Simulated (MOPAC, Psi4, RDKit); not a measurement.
Internal rotation in SMILES [SiH2](F)CCC, singlet. Scanned: dihedral C1–C2–C3–Si4; all other coordinates were relaxed at GFN2-xTB. Points at φ and −φ are mirror images. Heavy atoms are numbered in the order of the SMILES CCC[SiH2]F, hydrogens after them in the order of the atoms that carry them; the mirror image has the same energies with the sign of each dihedral reversed.

Levels: MMFF94 // GFN2-xTB (RDKit); PM6, restricted, heats of formation // GFN2-xTB (MOPAC); UFF // GFN2-xTB (RDKit); PBE-D3(BJ)/def2-TZVP // GFN2-xTB (Psi4).

Energies relative to the lowest point of each profile, in kJ/mol; the last columns give the difference from PBE-D3(BJ):

```tsv
φ / °	MMFF94	PM6	UFF	PBE-D3(BJ)/def2-TZVP	MMFF94 − PBE-D3(BJ)/def2-TZVP	PM6 − PBE-D3(BJ)/def2-TZVP	UFF − PBE-D3(BJ)/def2-TZVP
-160	3.8	0.7	4.4	2.2	1.6	-1.5	2.3
-140	11.5	2.2	13.4	7.0	4.5	-4.8	6.4
-120	14.8	2.9	17.6	9.9	4.9	-7.1	7.6
-100	9.8	2.1	12.2	7.7	2.1	-5.5	4.6
-80	4.6	1.7	5.6	4.1	0.5	-2.3	1.5
-60	9.0	1.8	7.5	2.7	6.2	-0.9	4.8
-40	20.7	3.4	19.0	6.0	14.7	-2.6	13.0
-20	33.4	6.5	32.8	12.8	20.6	-6.2	20.1
0	39.0	8.2	38.8	16.7	22.3	-8.5	22.1
20	33.4	6.5	32.8	12.8	20.6	-6.2	20.1
40	20.7	3.4	19.0	6.0	14.7	-2.6	13.0
60	9.0	1.8	7.5	2.7	6.2	-0.9	4.8
80	4.6	1.7	5.6	4.1	0.5	-2.3	1.5
100	9.8	2.1	12.2	7.7	2.1	-5.5	4.6
120	14.8	2.9	17.6	9.9	4.9	-7.1	7.6
140	11.5	2.2	13.4	7.0	4.5	-4.8	6.4
160	3.8	0.7	4.4	2.2	1.6	-1.5	2.3
180	0.0	0.0	0.0	0.0	0.0	0.0	0.0
```

MMFF94 is furthest from PBE-D3(BJ)/def2-TZVP at 0 (22.3 kJ/mol, above); its mean absolute difference over the points is 7.4 kJ/mol.

PM6 is furthest from PBE-D3(BJ)/def2-TZVP at 0 (-8.5 kJ/mol, below); its mean absolute difference over the points is 3.9 kJ/mol.

UFF is furthest from PBE-D3(BJ)/def2-TZVP at 0 (22.1 kJ/mol, above); its mean absolute difference over the points is 7.9 kJ/mol.

MMFF94 has few fitted parameters for silicon.
